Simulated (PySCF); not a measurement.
# Working out the excitation energy of Pd

Pd [Kr] 4d10 (1S) → Pd [Kr] 4d9 5s1 (3D). Calculation: PySCF 2.14, in def2-TZVPPD with the def2 core potential (28 electrons); scalar relativity through the core potential. Frozen: nothing. Energies in hartree (1 hartree = 27.21139 eV):

| part | Pd (lower) | Pd (upper) |
| --- | --- | --- |
| UHF | -127.030194 | -127.034068 |
| MP2 opposite-spin | -0.427967 | -0.396986 |
| MP2 same-spin | -0.210219 | -0.195647 |

Problem. What does Hartree-Fock give?

Solution. (-127.034068) − (-127.030194) = -0.003874 hartree = -0.105 eV.

Problem. What do MP2 and SCS-MP2 (6/5 opposite-spin, 1/3 same-spin) give?

Solution. The opposite-spin parts differ by 0.843 eV and the same-spin parts by 0.397 eV. MP2: -0.105 + (0.843) + (0.397) = 1.135 eV. SCS-MP2: -0.105 + 1.2 × (0.843) + (0.397)/3 = 1.039 eV.
